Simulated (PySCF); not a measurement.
**Question.** Give a PBE0-D3(BJ)/def2-SVP geometry of 4'-(methylthio)acetophenone, `CSc1ccc(C(C)=O)cc1`.

**Answer.** 
```xyz
21
C9H10OS angstrom
C      4.1569   -0.0502    0.3363
S      3.0002   -1.4234    0.2448
C      1.4384   -0.6356    0.1060
C      0.3191   -1.4807    0.0205
C     -0.9561   -0.9478   -0.0921
C     -1.1561    0.4400   -0.1225
C     -2.5003    1.0768   -0.2393
C     -3.7099    0.1797   -0.3414
O     -2.6155    2.2843   -0.2493
C     -0.0361    1.2740   -0.0365
C      1.2458    0.7539    0.0761
H      3.9753    0.5775    1.2209
H      5.1511   -0.5087    0.4277
H      4.1343    0.5639   -0.5758
H      0.4587   -2.5645    0.0436
H     -1.8059   -1.6307   -0.1562
H     -3.6315   -0.4940   -1.2087
H     -3.8051   -0.4514    0.5562
H     -4.6045    0.8053   -0.4428
H     -0.2037    2.3532   -0.0604
H      2.0937    1.4365    0.1404
```

Any rigid rotation of these coordinates is as good. Atoms count from 1 in this order. The C–C distances run from 1.387 Å (C4–C5, aromatic) to 1.509 Å (C7–C8, drawn single), a spread of 0.122 Å. The 11 heavy atoms lie in one plane (0.004 Å rms). Of the pairs four or more bonds apart, C1···H21 is among the closest relative to their van der Waals radii: 2.55 Å, 88 % of the sum of Bondi's values. The C–S distances run from 1.755 Å (S2–C3, drawn single) to 1.798 Å (C1–S2, drawn single), a spread of 0.043 Å.

Bonds between heavy atoms (Å): C1–S2 1.798, S2–C3 1.755, C3–C4 1.405, C4–C5 1.387, C5–C6 1.402, C6–C7 1.492, C7–C8 1.509, C7=O9 1.213, C6–C10 1.399, C10–C11 1.388, C3–C11 1.403.

Computed with PBE0-D3(BJ)/def2-SVP geometry optimisation, gas phase (PySCF).

Point group: Cs (tolerance 0.08 Å). PBE0-D3(BJ)/def2-SVP frequencies: not computed here. One conformer, not necessarily the lowest (C1–S2–C3–C4 180°, C5–C6–C7–C8 -1°).

On one thread, Arm Neoverse V1 (aarch64), on a shared host, this took 2.5 min wall and 0.98 GiB of memory at its peak. This is the geometry optimisation.
